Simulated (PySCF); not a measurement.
Compound: BGeH9Si2.
Cartesian coordinates in Å at the PBE0-D3(BJ)/def2-SVP level; atoms count from 1:
```
atom  x, y, z in Å
B1     0.2507    2.0129    0.9054
Si2    0.3911    0.5710   -0.4651
Si3   -1.3612   -0.9624   -0.1347
Ge4    2.3798   -0.6924   -0.0422
H5     0.1606    3.1846    0.6276
H6     0.2567    1.6988    2.0733
H7     0.3940    1.0194   -1.8948
H8    -1.2478   -2.0890   -1.1118
H9    -2.6978   -0.3133   -0.3058
H10   -1.2688   -1.5126    1.2529
H11    2.3182   -1.2729    1.3836
H12    2.4851   -1.8554   -1.0476
H13    3.6445    0.1796   -0.1653
```

Method used: PBE0-D3(BJ)/def2-SVP geometry optimisation, gas phase in PySCF.

Masses are those of the commonest isotopes; rigid-rotor values at the optimised geometry. The values belong to one conformer with, in the numbering `[BH2:1][Si@H:2]([SiH3:3])[GeH3:4]`, H–B1–Si2–Si3 -123° and 57°.

Q: What are A, B and C (cm⁻¹)?

A: Ia = 155.19, Ib = 379.30, Ic = 484.09 u·Å²; 505379 MHz·u·Å²/I gives 3257, 1332 and 1044 MHz, that is A = 0.10863, B = 0.04444, C = 0.03482 cm⁻¹.

Q: What kind of rotor is it?

A: An asymmetric top: κ = (2 × 1332 − 3257 − 1044)/(3257 − 1044) = -0.74.

Q: What does the inertial defect say?

A: Not planar: Δ = Ic − Ia − Ib = -50.40 u·Å². For a rigid frame Δ = −2 Σ m c², so Σ m c² = 25.20 u·Å² lies off the ab plane: 13.20 from hydrogen and 12.00 from heavier atoms. The atom farthest from that plane is 2.03 Å away.

Q: List the rotational levels J(Ka,Kc) to J = 3 (MHz).

A: Above 0(0,0):
J = 1: 1(0,1) 2376, 1(1,1) 4300, 1(1,0) 4589
J = 2: 2(0,2) 7099, 2(1,2) 8765, 2(1,1) 9630, 2(2,1) 15402, 2(2,0) 15433
J = 3: 3(0,3) 14110, 3(1,3) 15443, 3(1,2) 17172, 3(2,2) 22532, 3(2,1) 22680, 3(3,1) 32891, 3(3,0) 32893
The levels of one J sum to (2J + 1)J(J + 1)(A + B + C)/3.

Q: Which lines would a microwave search look for?

A: The dipole components are |μa| = 0.00 D, |μb| = 0.18 D, |μc| = 0.00 D. The squared components, which scale the intensities, stand as 0.00 : 1.00 : 0.00 (a : b : c). Some lines, for components of 0.1 D or more:

```json
{"type": "b", "branch": "Q", "J(Ka,Kc)": "4(1,3) ← 4(0,4)", "MHz": "3855", "lower level (cm⁻¹)": "0.778"}
{"type": "b", "branch": "R", "J(Ka,Kc)": "1(1,1) ← 0(0,0)", "MHz": "4300", "lower level (cm⁻¹)": "0.000"}
{"type": "b", "branch": "Q", "J(Ka,Kc)": "3(2,2) ← 3(1,3)", "MHz": "7088", "lower level (cm⁻¹)": "0.515"}
{"type": "b", "branch": "Q", "J(Ka,Kc)": "4(2,3) ← 4(1,4)", "MHz": "7696", "lower level (cm⁻¹)": "0.811"}
{"type": "b", "branch": "R", "J(Ka,Kc)": "4(0,4) ← 3(1,3)", "MHz": "7889", "lower level (cm⁻¹)": "0.515"}
{"type": "b", "branch": "R", "J(Ka,Kc)": "3(1,3) ← 2(0,2)", "MHz": "8344", "lower level (cm⁻¹)": "0.237"}
{"type": "b", "branch": "R", "J(Ka,Kc)": "3(2,2) ← 2(1,1)", "MHz": "12901", "lower level (cm⁻¹)": "0.321"}
{"type": "b", "branch": "R", "J(Ka,Kc)": "3(2,1) ← 2(1,2)", "MHz": "13915", "lower level (cm⁻¹)": "0.292"}
{"type": "b", "branch": "R", "J(Ka,Kc)": "4(2,3) ← 3(1,2)", "MHz": "14842", "lower level (cm⁻¹)": "0.573"}
{"type": "b", "branch": "R", "J(Ka,Kc)": "4(3,2) ← 3(2,1)", "MHz": "19772", "lower level (cm⁻¹)": "0.757"}
{"type": "b", "branch": "R", "J(Ka,Kc)": "4(4,0) ← 3(3,1)", "MHz": "23989", "lower level (cm⁻¹)": "1.097"}
```

Q: Estimate the classical rotational partition function at 50 K, 200 K and 500 K.

A: Point group C1, symmetry number σ = 1; q = (√π/σ)·√((kT/h)³/(ABC)), k/h = 20836.6 MHz/K: 28000 at 50 K, 224000 at 200 K, 886000 at 500 K.

Not checked by PBE0-D3(BJ)/def2-SVP frequencies. No vibrational averaging or centrifugal distortion is included, and the geometry carries the error of its method. A rigid rotor knows nothing of internal rotation, which can split or shift real lines. Quadrupole hyperfine structure (11B) is left out.
